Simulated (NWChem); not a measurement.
# C₂H₇S cation; SMILES CC[SH2+]

```xyz
10

C      0.3499    -1.6839     0.0000
C     -0.6648    -0.5614     0.0000
S      0.0497     1.1574     0.0000
H      0.9900    -1.6756    -0.9046
H      0.9900    -1.6756     0.9046
H     -0.2096    -2.6422     0.0000
H     -1.3216    -0.5405    -0.8950
H     -1.3216    -0.5405     0.8950
H      0.9834     1.0144     0.9973
H      0.9834     1.0144    -0.9973
```
Atoms are numbered in this order, from 1.

Results from NWChem. Medium grid unless said otherwise, to which SCAN and Minnesota functionals are sensitive. The geometry was optimised at PBE-D3(BJ)/def2-SVP. Total energies of different functionals are on different scales.

```csv
level,energy (Ha),highest occupied level (eV),orbital gap (eV)
B3LYP/def2-SVP,-478.1608,-15.05,9.02
PBE/def2-SVP,-477.8489,-13.91,7.06
MPW1K/def2-SVP,-478.1470,-16.34,11.28
M06/def2-SVP,-478.0510,-15.26,9.26
"LDA (Slater exchange, VWN5)/def2-SVP",-475.9900,-13.92,6.96
"LDA (Slater exchange, PW92)/def2-SVP",-475.9804,-13.92,6.96
B97-D/def2-SVP,-478.1080,-13.94,7.16
RPBE/def2-SVP,-478.1135,-13.91,7.09
```
